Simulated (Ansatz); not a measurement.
Compare A (`C[Si](N)(Cl)Cl`) with its isomer B (`N[SiH2]C(Cl)Cl`).

Program: Ansatz. Geometries: PBE0-D4/def2-TZVP. ΔE: electronic, gas phase. CCSD(T)/CBS adds triple-zeta CCSD(T) − MP2 to the extrapolated MP2 energy (def2 sets, frozen cores). DFT in def2-TZVPP. B3LYP here is the variant with VWN-RPA as its local correlation; programs differ in this. One conformer a species, not always the lowest.

A:

Z-matrix (Å, degrees):
```
C
Si 1 1.845
H 1 1.091 2 110.4
H 1 1.093 2 110.3 3 -119.4
H 1 1.092 2 110.1 3 120.6
N 2 1.698 1 111.6 3 179.5
Cl 2 2.049 1 111.5 3 -61.9
Cl 2 2.066 1 107.5 3 54.3
H 6 1.008 2 119.7 1 -54.0
H 6 1.008 2 119.6 1 162.4
```

B:

Z-matrix (Å, degrees):
```
Si
C 1 1.904
N 1 1.705 2 114.3
H 1 1.483 2 106.4 3 -119.2
H 1 1.480 2 104.5 3 121.2
Cl 2 1.779 1 109.3 3 -57.2
Cl 2 1.776 1 108.4 3 -179.1
H 2 1.089 1 114.5 3 61.9
H 3 1.006 1 121.5 2 67.3
H 3 1.006 1 121.5 2 -85.7
```

Task: Which isomer does CCSD(T)/CBS put lower? Give the gap. (Best estimate.)

Result: Computed: A, by 364.4 kJ/mol.

Task: Give E(B) − E(A) in kJ/mol with PBE-D4, B2PLYP, HF/def2-TZVPP, B3LYP-D4, PBE0-D4, ωB97M-V, MP2/def2-TZVPP. (An estimate is asked.)

Result: The calculation gave: PBE-D4 351.3, B2PLYP 363.6, HF/def2-TZVPP 377.0, B3LYP-D4 359.9, PBE0-D4 364.7, ωB97M-V 368.4, MP2/def2-TZVPP 372.5. None reverses the order clearly.

Largest T1 diagnostic: 0.010.

From PBE to PBE0 (25 % exact exchange), in def2-TZVPP and without D4, E(B) − E(A) moves by +13.5 kJ/mol. In def2-TZVPP, CCSD(T) changes the Hartree–Fock value by −15.4 kJ/mol (the triples alone add −3.9 kJ/mol) and MP2 by −4.5 kJ/mol.
